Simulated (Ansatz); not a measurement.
Calculated with Ansatz (gas phase, PBE0-D4/def2-TZVP geometries, no zero-point term in ΔE). CCSD(T)/CBS adds triple-zeta CCSD(T) − MP2 to the extrapolated MP2 energy (def2 sets, frozen cores). Functionals use def2-TZVPP. One conformer a species, not always the lowest.

`B[C]1([AlH2])CC1` + `C[SiH2]N[SiH2]O` → `O[SiH2]N[SiH2][AlH2]` + `BC1(C)CC1`  (redistribution)

| level | ΔE (kJ/mol) |
| --- | --- |
| ωB97X-V | 48.3 |
| HF/def2-TZVPP | 50.2 |
| SCS-MP2/def2-TZVPP | 58.3 |
| MP2/def2-QZVPP | 64.4 |

Task: What does CCSD(T)/CBS give? (Best estimate.)

Result: The calculation gave: +53.8 kJ/mol. The listed levels differ from it by -5.5, -3.6, 4.5, 10.6 kJ/mol.

Largest T1 diagnostic among the species: 0.012.
